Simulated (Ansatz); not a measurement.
The cluster W3S8. Charge 0, multiplicity 3. Geometry PBE0-D4/def2-SVP.

Cartesian coordinates in Å:
```
W -0.0771 -0.4315 2.0493
W 1.3563 0.1833 -1.5873
W -1.5306 0.3441 -0.5454
S 2.7719 -1.3807 -1.3445
S 1.3055 -2.0085 2.3818
S -3.1777 1.6017 -0.9810
S 0.5070 1.2576 0.4123
S -2.0507 -1.2147 1.0465
S -0.5395 0.5686 3.8624
S 2.1141 1.7036 -2.8585
S -0.6792 -0.6235 -2.4357
```

In the def2 sets W takes a core potential; there is no spin–orbit coupling. At PBE0-D4/def2-SVP a singlet of charge 0 lies 0.47 eV below the triplet, each at its own geometry. The structure comes from a short search, and lower isomers may exist.

Task: Estimate the α-spin orbital energies around the gap (eV) in Ansatz with LDA (SPW92)/def2-SVP, PBE-D4/def2-SVP, r2SCAN-D4/def2-SVP, PBE0-D4/def2-SVP, r2SCAN0-D4/def2-SVP.

Result: 
```json
{"orbital": "HOMO−5", "LDA (SPW92)/def2-SVP": "-7.48", "PBE-D4/def2-SVP": "-7.37", "r2SCAN-D4/def2-SVP": "-7.73", "PBE0-D4/def2-SVP": "-8.46", "r2SCAN0-D4/def2-SVP": "-8.67"}
{"orbital": "HOMO−4", "LDA (SPW92)/def2-SVP": "-7.32", "PBE-D4/def2-SVP": "-7.24", "r2SCAN-D4/def2-SVP": "-7.64", "PBE0-D4/def2-SVP": "-8.41", "r2SCAN0-D4/def2-SVP": "-8.66"}
{"orbital": "HOMO−3", "LDA (SPW92)/def2-SVP": "-6.97", "PBE-D4/def2-SVP": "-6.84", "r2SCAN-D4/def2-SVP": "-7.23", "PBE0-D4/def2-SVP": "-7.95", "r2SCAN0-D4/def2-SVP": "-8.18"}
{"orbital": "HOMO−2", "LDA (SPW92)/def2-SVP": "-6.89", "PBE-D4/def2-SVP": "-6.81", "r2SCAN-D4/def2-SVP": "-7.14", "PBE0-D4/def2-SVP": "-7.92", "r2SCAN0-D4/def2-SVP": "-8.12"}
{"orbital": "HOMO−1", "LDA (SPW92)/def2-SVP": "-6.70", "PBE-D4/def2-SVP": "-6.55", "r2SCAN-D4/def2-SVP": "-6.86", "PBE0-D4/def2-SVP": "-7.60", "r2SCAN0-D4/def2-SVP": "-7.79"}
{"orbital": "HOMO", "LDA (SPW92)/def2-SVP": "-6.21", "PBE-D4/def2-SVP": "-6.18", "r2SCAN-D4/def2-SVP": "-6.59", "PBE0-D4/def2-SVP": "-7.33", "r2SCAN0-D4/def2-SVP": "-7.60"}
{"orbital": "LUMO", "LDA (SPW92)/def2-SVP": "-4.80", "PBE-D4/def2-SVP": "-4.70", "r2SCAN-D4/def2-SVP": "-4.87", "PBE0-D4/def2-SVP": "-4.28", "r2SCAN0-D4/def2-SVP": "-4.38"}
{"orbital": "LUMO+1", "LDA (SPW92)/def2-SVP": "-4.31", "PBE-D4/def2-SVP": "-4.20", "r2SCAN-D4/def2-SVP": "-4.34", "PBE0-D4/def2-SVP": "-3.69", "r2SCAN0-D4/def2-SVP": "-3.77"}
{"orbital": "LUMO+2", "LDA (SPW92)/def2-SVP": "-4.22", "PBE-D4/def2-SVP": "-4.12", "r2SCAN-D4/def2-SVP": "-4.23", "PBE0-D4/def2-SVP": "-3.58", "r2SCAN0-D4/def2-SVP": "-3.62"}
{"orbital": "LUMO+3", "LDA (SPW92)/def2-SVP": "-3.81", "PBE-D4/def2-SVP": "-3.73", "r2SCAN-D4/def2-SVP": "-3.88", "PBE0-D4/def2-SVP": "-3.21", "r2SCAN0-D4/def2-SVP": "-3.31"}
{"orbital": "LUMO+4", "LDA (SPW92)/def2-SVP": "-3.67", "PBE-D4/def2-SVP": "-3.60", "r2SCAN-D4/def2-SVP": "-3.79", "PBE0-D4/def2-SVP": "-3.21", "r2SCAN0-D4/def2-SVP": "-3.30"}
{"orbital": "LUMO+5", "LDA (SPW92)/def2-SVP": "-3.61", "PBE-D4/def2-SVP": "-3.52", "r2SCAN-D4/def2-SVP": "-3.62", "PBE0-D4/def2-SVP": "-2.92", "r2SCAN0-D4/def2-SVP": "-2.97"}
{"orbital": "β HOMO", "LDA (SPW92)/def2-SVP": "-6.65", "PBE-D4/def2-SVP": "-6.52", "r2SCAN-D4/def2-SVP": "-6.85", "PBE0-D4/def2-SVP": "-7.60", "r2SCAN0-D4/def2-SVP": "-7.81"}
{"orbital": "β LUMO", "LDA (SPW92)/def2-SVP": "-6.50", "PBE-D4/def2-SVP": "-6.26", "r2SCAN-D4/def2-SVP": "-6.29", "PBE0-D4/def2-SVP": "-5.70", "r2SCAN0-D4/def2-SVP": "-5.65"}
```
